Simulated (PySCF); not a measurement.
## Fluorine: a sound run and one with changed settings

Sound run: F²⁺ [He] 2s2 2p3, F³⁺ [He] 2s2 2p2. All numbers are calculated (PySCF 2.14, the non-relativistic Hamiltonian (point nucleus), in def2-SVP). The sound run starts from symmetry-adapted Hartree-Fock orbitals and uses a fine grid where one is needed.

Changed run: radial step 1.2 in ln r (0.13 in the sound run). This setting is unsound on purpose.

```
species  method  sound run (hartree)  changed run (hartree)  converged
    F²⁺     UHF            -97.47222              -97.47222        yes
    F²⁺   B3LYP            -97.68243              -97.39051        yes
    F²⁺  r2SCAN            -97.66114              -97.35227        yes
    F³⁺     UHF            -95.17948              -95.17948        yes
    F³⁺   B3LYP            -95.36184              -95.12130        yes
    F³⁺  r2SCAN            -95.33436              -95.13595        yes
```

Ionisation energy of F²⁺:

```tsv
method	sound run (eV)	changed run (eV)
UHF	62.389	62.389
B3LYP	63.146	61.748
r2SCAN	63.315	60.309
```

A coarse radial grid mis-integrates the density and the exchange-correlation energy, with errors of either sign; Hartree-Fock needs no grid.

For comparison, NIST gives 62.708 eV between the lowest levels.
